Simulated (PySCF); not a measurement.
**A search over the determinants of RuO**

Unrestricted PBE0; Ru def2-TZVPP with ECP28, O def2-TZVPP; scalar-relativistic core potentials (PySCF 2.14). Outer shells of the fragments: Ru 4d7 5s1; O 2s2 2p4.

Followed along the bond (rough minima from three points):

```
2Ms+1        unpaired  ⟨S²⟩ at the start  R at minimum (Å)  Te (eV)
    5  σ ↑, π ↑↑, δ ↑               6.01              1.69     0.00
    3  σ ↑, π ↑↓, δ ↑               3.01              1.70     0.79
    3  σ ↓, π ↑↑, δ ↑               3.02              1.69     0.86
    3            π ↑↑               2.01              1.67     0.93
    1  σ ↓, π ↑↓, δ ↑               1.84              1.71     1.01
    5      π ↑↑, δ ↑↑               6.03              1.73     1.23
```

Solutions found at the starting distance of 1.795 Å, counted from the lowest of them; the search is not exhaustive and high or unbound solutions are not listed, so other states can lie among these:

```csv
2Ms+1,unpaired,term,E (eV),⟨S²⟩,⟨Lz²⟩,μ (D)
5,"σ ↑, π ↑↑, δ ↑",⁵Δ,0.00,6.01,4.01,-4.45
3,"σ ↑, π ↑↓, δ ↑",mixed,0.75,3.01,6.02,-4.22
3,"σ ↓, π ↑↑, δ ↑",mixed,0.86,3.02,4.01,-4.39
1,"σ ↓, π ↑↓, δ ↑",mixed,0.95,1.84,4.40,-4.42
3,π ↑↑,³Σ⁻,1.05,2.01,0.00,-4.93
5,"π ↑↑, δ ↑↑",⁵Σ⁺,1.07,6.03,0.00,-4.00
3,"σ ↑, π ↑",mixed,1.18,2.15,2.06,-4.28
5,"σ ↑, π ↑, δ ↑↑",⁵Π,1.28,6.01,1.02,-4.41
1,"σ ↑, π ↓",mixed,1.41,1.04,1.45,-4.44
3,"π ↑, δ ↑",mixed,1.48,2.37,3.28,-3.88
```

A term symbol is given only where ⟨S²⟩ and ⟨Lz²⟩ are close to those of a pure state; real π, δ and φ orbitals otherwise mix terms. A positive dipole means Ru(−)O(+).

Spin–orbit coupling is left out. The state is the lowest single determinant that the PBE0 search found; with open d or f shells the true ground state can be another one.
